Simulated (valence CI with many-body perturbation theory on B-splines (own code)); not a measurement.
**Valence orbitals of Tm LXIII**

Calculated by valence CI with perturbative core correlation (CI+MBPT): five valence electrons over a frozen Dirac-Fock core [He], a basis of 11 s, 11 p, 10 d, 8 f, 5 g, 2 h functions for each j, with the one-electron correlation potential Σ1, the two-electron term Σ2, the three-electron term Σ3, Breit, model QED; selected CI, second order for the rest, scaled by the run's own slope (own B-spline code, finite nucleus).

The last digits are not significant, and no measured levels were compared; by estimate large intervals hold to a few tenths of a per cent, small ones and those within an open d or f shell to about a per cent. Among the levels kept, up to 7400 cm⁻¹ of a level comes from second order outside the variational space, and about a tenth of that is noise between levels of different J, which matters for small intervals.

These are the spectroscopic orbitals of the CI (the correlating ones are not listed), shaped by the core and the other valence electrons. h is the expectation value of the core's Dirac-Fock operator, without the valence repulsion; Σ1 is computed up to l = 3 at one energy for each symmetry, that of its lowest orbital but kept below the first core excitation, so for empty shells it is not the orbital's own correlation shift; Breit and QED include the response of the core, and the two lowest orbitals of each symmetry also the frequency dependence of Breit exchange, which makes a step in that column.

| Orbital | h (hartree) | Σ1 (cm⁻¹) | Breit (cm⁻¹) | QED (cm⁻¹) | ⟨r⟩ (bohr) |
| --- | --- | --- | --- | --- | --- |
| 2s1/2 | -618.71 | -1491 | 98290 | 117972 | 0.08167 |
| 3s1/2 | -268.72 | -370 | 26872 | 33606 | 0.1917 |
| 4s1/2 | -148.77 | -145 | 10595 | 13680 | 0.3500 |
| 5s1/2 | -94.2 | -71.4 | 5275 | 6857 | 0.5557 |
| 6s1/2 | -64.919 | -40.4 | 2998 | 3911 | 0.8091 |
| 7s1/2 | -47.424 | -25.1 | 1865 | 2438 | 1.110 |
| 2p1/2 | -612.24 | -4105 | 197341 | 3826 | 0.06760 |
| 3p1/2 | -266.86 | -932 | 51998 | 625 | 0.1789 |
| 4p1/2 | -148.01 | -358 | 20484 | 224 | 0.3382 |
| 5p1/2 | -93.813 | -175 | 10168 | 107 | 0.5451 |
| 6p1/2 | -64.696 | -98.9 | 5772 | 59.7 | 0.7995 |
| 7p1/2 | -47.286 | -61.3 | 3589 | 36.7 | 1.101 |
| 2p3/2 | -571.38 | -2617 | 66900 | 15444 | 0.07438 |
| 3p3/2 | -254.73 | -599 | 18410 | 4039 | 0.1885 |
| 4p3/2 | -142.93 | -232 | 8829 | 1629 | 0.3510 |
| 5p3/2 | -91.23 | -114 | 4436 | 816 | 0.5611 |
| 6p3/2 | -63.21 | -64.5 | 2538 | 466 | 0.8187 |
| 7p3/2 | -46.354 | -40.1 | 1587 | 291 | 1.123 |
| 3d3/2 | -253.99 | -270 | 1823 | -261 | 0.1596 |
| 4d3/2 | -142.61 | -117 | 1001 | -49.2 | 0.3230 |
| 5d3/2 | -91.069 | -60.3 | 495 | -12.9 | 0.5340 |
| 6d3/2 | -63.117 | -35.0 | 299 | -3.9 | 0.7926 |
| 7d3/2 | -46.296 | -22.1 | 193 | -1.2 | 1.098 |
| 3d5/2 | -250.55 | -231 | 594 | 1241 | 0.1628 |
| 4d5/2 | -141.15 | -99 | 326 | 577 | 0.3269 |
| 5d5/2 | -90.322 | -51.1 | 153 | 306 | 0.5387 |
| 6d5/2 | -62.685 | -29.7 | 92.8 | 180 | 0.7982 |
| 7d5/2 | -46.024 | -18.7 | 60.0 | 115 | 1.105 |
| 4f5/2 | -141.03 | -21.0 | 10.1 | -164 | 0.2815 |
| 5f5/2 | -90.263 | -12.0 | 8.4 | -80.1 | 0.4938 |
| 6f5/2 | -62.653 | -7.3 | 5.3 | -45.0 | 0.7537 |
| 7f5/2 | -46.004 | -4.7 | 3.7 | -27.8 | 1.061 |
| 4f7/2 | -140.33 | -19.7 | 3.0 | 149 | 0.2836 |
| 5f7/2 | -89.904 | -11.2 | 2.5 | 80.9 | 0.4961 |
| 6f7/2 | -62.444 | -6.8 | 1.5 | 48.2 | 0.7565 |
| 7f7/2 | -45.872 | -4.4 | 1.0 | 30.9 | 1.064 |
| 5g7/2 | -89.885 |  | 0.0 | -52.7 | 0.4332 |
| 6g7/2 | -62.433 |  | 0.0 | -30.5 | 0.6937 |
| 7g7/2 | -45.865 |  | 0.0 | -19.2 | 1.002 |
| 5g9/2 | -89.672 |  | 0.0 | 42.3 | 0.4348 |
| 6g9/2 | -62.31 |  | 0.0 | 24.7 | 0.6954 |
| 7g9/2 | -45.787 |  | 0.0 | 15.6 | 1.004 |
| 6h9/2 | -62.309 |  |  |  | 0.6161 |
| 6h11/2 | -62.227 |  |  |  | 0.6174 |

Among the shells of the start configuration 2s2 2p3, Σ1 is largest in size for 2p1/2, where it is 0.0031 % of h.

Lowest root of each symmetry, sizes in configuration state functions:

```csv
J,Parity,Roots,Reference,Variational,Second order,Change by selected CI (cm⁻¹),Change by second order (cm⁻¹)
1/2,even,26,105,31992,420396,-41229,-1100
3/2,even,34,160,31999,925406,-40695,-2737
5/2,even,29,159,31987,1156412,-33195,-2819
7/2,even,13,110,31991,867536,-34593,-3199
9/2,even,5,67,31958,531360,-35633,-1117
1/2,odd,26,106,31991,391115,-34251,-1109
3/2,odd,36,161,31991,734343,-33347,-1824
5/2,odd,29,142,31996,842466,-30782,-2878
7/2,odd,17,96,31993,832476,-32464,-4143
9/2,odd,6,46,31996,483569,-29162,-845
11/2,odd,2,19,31999,209196,-35626,-425
```
